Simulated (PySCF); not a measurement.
**Spinor energies of Os⁶⁰⁺ (osmium, charge +60)**

Start: [Ne] 3s2 3p4; 3p1/2 filled at m_j = -1/2, +1/2; 3p3/2 filled at m_j = +1/2, +3/2. Calculated with PySCF 2.14 in an uncontracted even-tempered set (18 s from 19 bohr⁻², ratio 2.4; 14 p from 24 bohr⁻², ratio 2.4; 4 d from 86 bohr⁻², ratio 2.6; 4 f from 130 bohr⁻², ratio 2.6): generalised Hartree-Fock with the X2C-1e Hamiltonian and a Gaussian nucleus; one run each with spin-orbit coupling (SO) switched off, then screened by Boettger's factors.

```json
{"spinor shell": "1s1/2", "electrons": "2", "ε, spin-free (eV)": "-79022.3", "ε, screened SO (eV)": "-78990.5", "weight of nominal j (screened SO)": "1.000", "rms radius, screened SO (bohr)": "0.0200"}
{"spinor shell": "2s1/2", "electrons": "2", "ε, spin-free (eV)": "-17632.7", "ε, screened SO (eV)": "-17620.5", "weight of nominal j (screened SO)": "1.000", "rms radius, screened SO (bohr)": "0.0799"}
{"spinor shell": "2p1/2", "electrons": "2", "ε, spin-free (eV)": "-15969.4", "ε, screened SO (eV)": "-17090.3", "weight of nominal j (screened SO)": "1.000", "rms radius, screened SO (bohr)": "0.0677"}
{"spinor shell": "2p3/2", "electrons": "4", "ε, spin-free (eV)": "-15969.4", "ε, screened SO (eV)": "-15513.3", "weight of nominal j (screened SO)": "1.000", "rms radius, screened SO (bohr)": "0.0751"}
{"spinor shell": "3s1/2", "electrons": "2", "ε, spin-free (eV)": "-6986.6", "ε, screened SO (eV)": "-6982.2", "weight of nominal j (screened SO)": "1.000", "rms radius, screened SO (bohr)": "0.193"}
{"spinor shell": "3p1/2", "electrons": "2", "ε, spin-free (eV)": "-6501.1", "ε, screened SO (eV)": "-6783.1", "weight of nominal j (screened SO)": "1.000", "rms radius, screened SO (bohr)": "0.183"}
{"spinor shell": "3p3/2", "electrons": "2", "ε, spin-free (eV)": "-6501.1", "ε, screened SO (eV)": "-6381.3", "weight of nominal j (screened SO)": "1.000", "rms radius, screened SO (bohr)": "0.195"}
```

```
   quantity     spin-free   screened SO
E (hartree)  -13265.79106  -13296.24605
        M_J             2             2
       ⟨J²⟩         6.000         6.001
       ⟨L²⟩         2.000         3.307
       ⟨S²⟩         2.000         1.409
```

Each row is a mean over spinors that exchange with the open shell spreads, by up to 40.006 eV (3s1/2).

Breit and QED terms are absent; they matter most for the inner s and p1/2 levels.

Densities and radii are taken from the X2C orbitals without a picture-change correction, which distorts them close to the nucleus.

Without spin-orbit coupling the j labels of p, d and f shells carry no meaning; the spin-free column gives the mean over the occupied spinors of each nl shell.
